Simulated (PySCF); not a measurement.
Compound: GaH2I.
Geometry (PBE0-D3(BJ)/def2-SVP, Å), atoms numbered from 1 in this order:
```xyz
4
GaH2I angstrom
Ga     0.145    0.247   -0.001
H      1.699    0.109    0.014
H     -0.720    1.545   -0.020
I     -1.124   -1.901    0.008
```

Computed with PySCF, PBE0-D3(BJ)/def2-SVP geometry optimisation, gas phase, def2 core potentials past Kr.

Task: Which atoms are bound to Ga1, and at what distances?

Result: 3 atoms: H3 1.560 Å, H2 1.560 Å, I4 2.495 Å.

Task: List the angles at Ga1.

Result: 
```tsv
angle	degrees	distance of the outer atoms (Å)
H2–Ga1–H3	128.8	2.81
H3–Ga1–I4	115.7	3.47
H2–Ga1–I4	115.5	3.46
```

Task: What is the shape at Ga1?

Result: Planar: angles 128.8°, 115.7° and 115.5°, sum 360.0°, 0.00 Å off the plane of its three neighbours.

Task: What are the rotational constants (commonest isotopes, rigid rotor)?

Result: A = 126716, B = 1751, C = 1728 MHz: a near-prolate asymmetric top.

Point group: C2v (every atom within 0.08 Å of its image). Charge 0, singlet. No frequency check.
